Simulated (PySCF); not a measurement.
From results back to the method.

C₃H₃BrF₂Si.
SMILES with atom numbers: `[F:1][SiH2:2][C@@:3]1([Br:4])[CH:5]=[C:6]1[F:7]` (hydrogens: H8, H9 on Si2; H10 on C5)

The closed-shell ground state was solved 7 times with PySCF (density fitting, gas phase), always in the def2-SVPD basis (195 functions), with these functionals: BHandHLYP, CAM-B3LYP, HF, LC-wPBE, PBE, PBE0 and wB97X-D. One conformer (not necessarily the lowest) at the PBE0-D3(BJ)/def2-SVP geometry, without solvent, vibrations or thermal averaging. Relativistic effects, spin–orbit coupling among them, are left out although an element past zinc is present.

| row | total energy (Eh) | HOMO (eV) | LUMO (eV) | dipole (D) |
| --- | --- | --- | --- | --- |
| P | -3177.9340 | -6.76 | -1.94 | 1.58 |
| Q | -3178.7483 | -9.63 | 0.85 | 1.60 |
| R | -3174.8941 | -10.23 | 2.17 | 1.76 |
| S | -3178.6332 | -8.83 | 0.09 | 1.63 |
| T | -3178.0522 | -7.88 | -0.94 | 1.60 |
| U | -3178.1589 | -10.36 | 1.30 | 1.56 |
| V | -3178.8139 | -9.11 | 0.15 | 1.57 |

Q: Which functional belongs to which row?

A: P = PBE, Q = wB97X-D, R = HF, S = BHandHLYP, T = PBE0, U = LC-wPBE, V = CAM-B3LYP. By rising HOMO–LUMO gap: PBE (GGA) 4.82 eV; PBE0 (global hybrid, 25 % exact exchange) 6.94 eV; BHandHLYP (global hybrid, 50 % exact exchange) 8.92 eV; CAM-B3LYP (range-separated hybrid) 9.26 eV; wB97X-D (range-separated hybrid) 10.48 eV; LC-wPBE (range-separated hybrid) 11.66 eV; HF (all exact exchange) 12.40 eV. Total energies of different functionals aren't bounds to one another; each is stationary for its own functional.

Conformer computed: `[F:1][SiH2:2][C@@:3]1([Br:4])[CH:5]=[C:6]1[F:7]`: F1–Si2–C3–Br4 -179°.

wB97X-D is run here without its empirical dispersion term; that term would change no orbital, density or response property at a fixed geometry.
